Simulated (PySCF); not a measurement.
**Spin-Hamiltonian simulation**

Molecule: SMILES O[C@@]12C[C@@H]1[C@H]2OC(F)(F)F, C5H5F3O2.

Geometry:
| atom | x (Å) | y (Å) | z (Å) |
| --- | --- | --- | --- |
| O1 | -1.601 | 1.118 | -0.239 |
| C2 | -1.026 | -0.104 | -0.213 |
| C3 | -1.632 | -1.414 | -0.515 |
| C4 | -0.327 | -1.024 | -1.147 |
| C5 | 0.353 | -0.564 | 0.094 |
| O6 | 1.377 | 0.382 | -0.166 |
| C7 | 1.732 | 1.190 | 0.835 |
| F8 | 2.794 | 1.876 | 0.468 |
| F9 | 0.752 | 2.075 | 1.134 |
| F10 | 2.005 | 0.539 | 1.962 |
| H11 | -0.922 | 1.780 | -0.060 |
| H12 | -1.675 | -2.218 | 0.237 |
| H13 | -2.504 | -1.369 | -1.176 |
| H14 | 0.025 | -1.020 | -2.177 |
| H15 | 0.616 | -1.237 | 0.926 |

Theoretical values (PySCF 2.14): couplings computed with B3LYP/pcJ-1 (spin–dipole term only in couplings to heteroatoms), structure optimised with PBE0-D3(BJ)/def2-SVP, KT2/pcSseg-1 with gauge-including orbitals. Fast rotation and ring inversion assumed for equivalent nuclei, no solvent, non-relativistic Hamiltonian, one conformer.

Scale: ¹H (31.18 ppm) vs TMS (reference shieldings calculated alike).

The 7-spin Hamiltonian (Zeeman plus full scalar coupling among like nuclei) was diagonalised exactly; lines are Lorentzian, 0.4 Hz wide, and the maxima above 3 % are listed with the tallest set to 100.

Peak list at 500 MHz for the spins F8/F9/F10/H12/H13/H14/H15:
δ in ppm (height): 3.370 (7), 3.366 (27), 3.365 (11), 3.363 (41), 3.361 (31), 3.359 (31), 3.357 (41), 3.356 (11), 3.354 (27), 3.350 (7), 2.106 (29), 2.104 (32), 2.103 (32), 2.100 (34), 2.100 (36), 2.097 (34), 2.096 (34), 2.094 (30), 1.883 (100), 1.877 (94), 0.724 (58), 0.722 (59), 0.719 (59), 0.716 (58)

Task: Extract the chemical shifts and coupling constants behind this pattern (give the signs of the calculation).

Result: 
Shifts (ppm): F8/F9/F10 -97.7, H12 0.72, H13 1.88, H14 2.10, H15 3.36.
Couplings (Hz): F8–F9, F8–F10, F9–F10: 11.5; F8–H12, F9–H12, F10–H12: 0.1; F8–H13, F9–H13, F10–H13: 0.1; F8–H14, F9–H14, F10–H14: 0.1; F8–H15, F9–H15, F10–H15: 1.8; H12–H14: -1.1; H12–H15: 2.6; H13–H14: 3.3; H13–H15: -0.2; H14–H15: -1.7.
These are the parameters used. A line list fixes at most the relative signs, and those only where coupling is strong; other parameter sets or atom labellings may fit too, and couplings well below the line width leave little trace.

OH and NH positions are those of a molecule without intermolecular hydrogen bonds; in solution they move with solvent, concentration and temperature, and exchange usually removes their couplings. Unscaled 3J(H,H) at this level run about 10 % above measured values.
